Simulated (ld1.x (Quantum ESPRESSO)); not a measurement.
**What one change does to a pseudopotential (Al (Z = 13), PAW)**

ld1.x (Quantum ESPRESSO) 7.5 input, shortened:

```
&input
   title='Al', zed=13., rel=1, dft='PBE', iswitch=3,
   config='[Ne] 3s2 3p0'
 /
 &inputp
   pseudotype=3, lpaw=.true., tm=.true., lloc=-1, rcloc=2.00,
   nlcc=.false.,
   which_augfun='PSQ', rmatch_augfun_nc=.true.
 /
4
3S  1  0   2.00   0.00  1.55  1.85  0.0
3S  1  0   0.00   2.45  1.55  1.85  0.0
3P  2  1   0.00   0.00  1.90  2.50  0.0
3P  2  1   0.00  -0.20  1.90  2.50  0.0
 &test
   configts(1)='3s2 3p0'
 /
```

All-electron outer shells of the reference configuration (PBE, scalar-relativistic, ld1.x):

```csv
shell,level (eV),outermost node (bohr),outermost maximum (bohr)
3s,-14.81,0.80,2.01
3p,-9.05,0.81,2.39
```

Change: waves 3s (bound): rcut 1.55, rcutus 1.76 bohr; 3s channel at 2.45 Ry: rcut 1.55, rcutus 1.76 bohr.

Cutoffs: the cutoffs (Ry, on a coarse ladder) from which the occupation-weighted sum of valence levels, in a spherical-Bessel basis at the reference potential, stays within 10 and 1 mRy of its value at 400 Ry; they do not see the model core or the augmentation charge, which bear on the density cutoff. Errors are all-electron minus pseudo energies relative to the spin-unpolarised reference configuration.

Task: What does the change do?

Result: The potential gets harder (8 Ry and 12 Ry → 10 Ry and 15 Ry); of the 7 tests that both files solve, the error grows in 4 and shrinks in 0 by more than 15 % and 0.3 meV (median size 0.3 → 1.3 meV); neither file shows a bound ghost. A smaller radius makes the pseudo-wave follow the all-electron one further in, where it bends more sharply, so more plane waves are needed. That the errors move this way runs against the usual rule that smaller radii transfer better.

| quantity | base | changed |
| --- | --- | --- |
| cutoff, loose | 8 Ry | 10 Ry |
| cutoff, tight | 12 Ry | 15 Ry |
| bound ghosts | none | none |
| error for 3s2 3p1, meV [ΔE -5.76 eV] | +0.3 | +1.6 |
| error for 3s1 3p0, meV [ΔE 19.23 eV] | -9.4 | -8.7 |
| error for 3s2 3p0.5, meV [ΔE -3.68 eV] | +0.2 | +0.8 |
| error for 3s1 3p2, meV [ΔE -0.62 eV] | +0.3 | +0.7 |
| error for 3s0 3p3, meV [ΔE 4.69 eV] | +1.4 | +1.3 |
| error for 3s1 3p1, meV [ΔE 5.81 eV] | -1.1 | -1.1 |
| error for 3s2 3p1.3, meV [ΔE -6.34 eV] | +0.3 | +1.8 |
| s: phases at 2.69 bohr within 0.05 rad from the reference energy up to (Ry; the scan ends near 5) | to the end of the scan | to the end of the scan |
| p: phases at 2.69 bohr within 0.05 rad from the reference energy up to (Ry; the scan ends near 5) | 2.9 | 2.9 |
| lowest overlap eigenvalue by channel | s 0.50, p 0.82 | s 0.50, p 0.82 |
